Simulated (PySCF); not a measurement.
**`B[Si@@H]1C[C@]1(F)C(C)C`, C5H12BFSi**

Geometry:
```csv
atom,x (Å),y (Å),z (Å)
B1,2.466,0.360,-1.790
Si2,1.853,1.063,-0.137
C3,1.325,-0.123,1.289
C4,0.147,0.445,0.580
F5,-0.537,1.395,1.309
C6,-0.797,-0.445,-0.194
C7,-1.726,-1.188,0.771
C8,-1.603,0.372,-1.203
H9,2.189,-0.717,-2.156
H10,3.137,1.010,-2.497
H11,2.058,2.369,0.494
H12,1.456,0.206,2.308
H13,1.480,-1.185,1.168
H14,-0.183,-1.175,-0.732
H15,-2.391,-1.851,0.222
H16,-2.327,-0.476,1.332
H17,-1.146,-1.779,1.476
H18,-0.937,0.864,-1.910
H19,-2.183,1.133,-0.686
H20,-2.286,-0.269,-1.755
```

Computed, not measured: TDDFT CAM-B3LYP/def2-SVPD circular dichroism and optical rotation, one conformer, gas phase (PySCF). Geometry: GFN2-xTB.

The molecule is flexible and this is one conformer; a measurement averages over conformers.

Problem. Draw the ECD and absorption spectra from the lowest 8 states, each a Gaussian of half-width 0.35 eV at 1/e height.

Solution. 
| E (eV) | λ (nm) | Δε (L mol⁻¹ cm⁻¹) | ε (L mol⁻¹ cm⁻¹) |
| --- | --- | --- | --- |
| 3.34 | 372 | +0.71 | 1290 |
| 3.44 | 361 | +1.47 | 2690 |
| 3.54 | 351 | +2.60 | 4760 |
| 3.64 | 341 | +3.91 | 7150 |
| 3.74 | 332 | +4.96 | 9150 |
| 3.84 | 323 | +5.27 | 9940 |
| 3.94 | 315 | +4.55 | 9220 |
| 4.04 | 307 | +2.84 | 7340 |
| 4.14 | 300 | +0.48 | 5120 |
| 4.24 | 293 | -2.09 | 3300 |
| 4.34 | 286 | -4.36 | 2170 |
| 4.44 | 280 | -5.83 | 1590 |
| 4.54 | 273 | -6.16 | 1270 |
| 4.64 | 267 | -5.34 | 1010 |
| 4.74 | 262 | -3.74 | 730 |
| 4.84 | 256 | -1.83 | 477 |
| 4.94 | 251 | +0.04 | 298 |
| 5.04 | 246 | +1.67 | 208 |
| 5.14 | 241 | +2.92 | 181 |
| 5.24 | 237 | +3.56 | 179 |
| 5.34 | 232 | +3.38 | 172 |
| 5.44 | 228 | +2.32 | 148 |
| 5.54 | 224 | +0.55 | 116 |
| 5.64 | 220 | -1.57 | 91 |
| 5.74 | 216 | -3.56 | 90.7 |
| 5.84 | 212 | -4.98 | 138 |
| 5.94 | 209 | -5.60 | 274 |
| 6.04 | 205 | -5.49 | 564 |
| 6.14 | 202 | -4.90 | 1090 |
| 6.24 | 199 | -3.85 | 1910 |
| 6.34 | 196 | -1.97 | 3040 |
| 6.44 | 193 | +1.17 | 4390 |
| 6.54 | 190 | +5.28 | 5710 |
| 6.64 | 187 | +9.11 | 6700 |
| 6.74 | 184 | +11.01 | 7010 |

Δε uses R in velocity form, ε uses f in length form. Only the states computed contribute, so the short-wavelength end is incomplete.
